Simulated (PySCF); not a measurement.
Spectrum to structure. Level of theory: TDDFT PBE0/def2-SVPD, vertical, gas phase, core orbitals frozen in the response in PySCF 2.14.0, density-fitted response routines. Geometries: GFN2-xTB, one conformer each.

```json
{"state": "S1", "λ (nm)": "277.7", "f": "0.0003"}
{"state": "S2", "λ (nm)": "239.0", "f": "0.0024"}
{"state": "S3", "λ (nm)": "233.3", "f": "0.219"}
{"state": "S4", "λ (nm)": "231.8", "f": "0.181"}
{"state": "S5", "λ (nm)": "225.3", "f": "0.0002"}
{"state": "S6", "λ (nm)": "211.4", "f": "0.0033"}
```

Orbital energies (eV): HOMO-3 -10.01, HOMO-2 -8.76, HOMO-1 -7.80, HOMO -5.29, LUMO 0.24, LUMO+1 0.73, LUMO+2 0.81.

Task: Which candidate is it? All have the formula C5H9NOSi.
A. `C#CC(=O)NCC[SiH3]`
B. `CO[C@@H]1[C@@H]([SiH3])[C@@H]1C#N`
C. `Cc1ccc(N[SiH3])o1`
D. `C[Si@@H]1CC[C@H](C#N)O1`

Result: C. Its S1, at 4.46 eV, is the lowest among the candidates; the nearest of the others has S1 at 4.94 eV. S1 is HOMO→LUMO (99%). Löwdin shares by element: HOMO carbon 53% or more, nitrogen 18% (atoms not listed hold the other 29%); LUMO silicon 36%, hydrogen 30% or more (atoms not listed hold the other 34%). At the same level the other candidates give, for their lowest levels:
- `C#CC(=O)NCC[SiH3]`: 251 nm (f 0.001); 211 nm (f 0.043); 207 nm (f 0.104); 197 nm (f 0.037); 182 nm (f 0.002); T1 4.43 eV; HOMO -7.73, LUMO -1.02 eV
- `CO[C@@H]1[C@@H]([SiH3])[C@@H]1C#N`: 189 nm (f 0.004); 177 nm (f 0.114); 171 nm (f 0.002); 165 nm (f 0.004); 164 nm (f 0.007); T1 5.91 eV; HOMO -7.75, LUMO 0.02 eV
- `C[Si@@H]1CC[C@H](C#N)O1`: 171 nm (f 0.003); 164 nm (f 0.002); 163 nm (f 0.011); 161 nm (f 0.010); 156 nm (f 0.009); T1 6.34 eV; HOMO -8.47, LUMO 0.16 eV

Shape of the structure used: `[CH3:1][c:2]1[cH:3][cH:4][c:5]([NH:6][SiH3:7])[o:8]1`: C4–C5–N6–Si7 7°.
Triplets come from the Tamm–Dancoff approximation.
